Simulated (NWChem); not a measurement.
System meant: CHClFNOSi; SMILES F[Si@@H](Cl)N=C=O

Input file for NWChem:

```
start job
memory heap 200 mb stack 900 mb global 1100 mb
geometry units angstroms noautoz
  O      0.356385    -3.326609     0.238755
  C      0.109345    -2.204618     0.058444
  N     -0.146905    -1.047085    -0.127732
  Si    -0.460855     0.592435    -0.424048
  F     -1.707145     1.038988     0.490573
  Cl     1.156844     1.708601     0.126058
  H     -0.796154     0.826009    -1.838352
end
basis spherical
  O library def2-svp
  C library def2-svp
  N library def2-svp
  Si library def2-svp
  F library def2-svp
  Cl library def2-svp
  H library def2-svp
end
dft
  xc b3lyp
  iterations 4
  mulliken
end
task dft energy
```

End of the output:

```
    Atom       Charge   Shell Charges
 -----------   ------   -------------------------------------------------------
    1 O    8     8.07   1.97  0.92  0.63  2.68  1.82  0.04
    2 C    6     5.87   1.96  0.60  0.26  1.79  0.98  0.27
    3 N    7     7.23   1.97  0.74  0.44  2.32  1.73  0.03
    4 Si  14    13.51   2.00  1.92  0.62  0.30  5.81  1.18  0.93  0.75
    5 F    9     9.19   1.98  1.02  0.76  3.22  2.21  0.01
    6 Cl  17    17.04   2.00  1.96  1.05  0.79  5.82  2.28  3.12  0.02
    7 H    1     1.10   0.66  0.42  0.02

 center of mass
 --------------
 x =   0.00179068 y =   0.02794589 z =   0.03726758

 moments of inertia (a.u.)
 ------------------
        1423.335143906742           0.000000000000           0.000000000000
           0.000000000000         448.751431509973          -0.000000000001
           0.000000000000          -0.000000000001        1767.795696956378

     Multipole analysis of the density
     ---------------------------------

     L   x y z        total         alpha         beta         nuclear
     -   - - -        -----         -----         ----         -------
     0   0 0 0     -0.000000    -31.000000    -31.000000     62.000000

     1   1 0 0     -0.039552     -0.019776     -0.019776     -0.000000
     1   0 1 0      0.170716      0.085358      0.085358      0.000000
     1   0 0 1     -0.496722     -0.248361     -0.248361      0.000000

     2   2 0 0    -35.470819   -113.655386   -113.655386    191.839953
     2   1 1 0      1.098607      1.269195      1.269195     -1.439783
     2   1 0 1      0.840490     -1.405670     -1.405670      3.651829
     2   0 2 0    -39.525650   -359.775140   -359.775140    680.024630
     2   0 1 1     -0.158628      1.887745      1.887745     -3.934117
     2   0 0 2    -33.253013    -32.525581    -32.525581     31.798148

 ------------------------------------------------------------------------
 dft energy failed                                                                                  0
 ------------------------------------------------------------------------
 ------------------------------------------------------------------------
  current input line :
    26: task dft energy
 ------------------------------------------------------------------------
 ------------------------------------------------------------------------
 This type of error is most commonly associated with calculations not reaching convergence criteria
 ------------------------------------------------------------------------
 For more information see the NWChem manual at https://nwchemgit.github.io

0:dft energy failed:Received an Error in Communication
```

**Question.** What is wrong, and how is it mended?

**Answer.** The run did not converge; its last values are not results. Cause: the SCF was allowed too few iterations. This input runs:
```
start job
memory heap 200 mb stack 900 mb global 1100 mb
geometry units angstroms noautoz
  O      0.356385    -3.326609     0.238755
  C      0.109345    -2.204618     0.058444
  N     -0.146905    -1.047085    -0.127732
  Si    -0.460855     0.592435    -0.424048
  F     -1.707145     1.038988     0.490573
  Cl     1.156844     1.708601     0.126058
  H     -0.796154     0.826009    -1.838352
end
basis spherical
  * library def2-svp
end
dft
  xc b3lyp
  iterations 150
  mulliken
end
task dft energy
```
It converges to -1017.96535 Ha (B3LYP/def2-SVP).
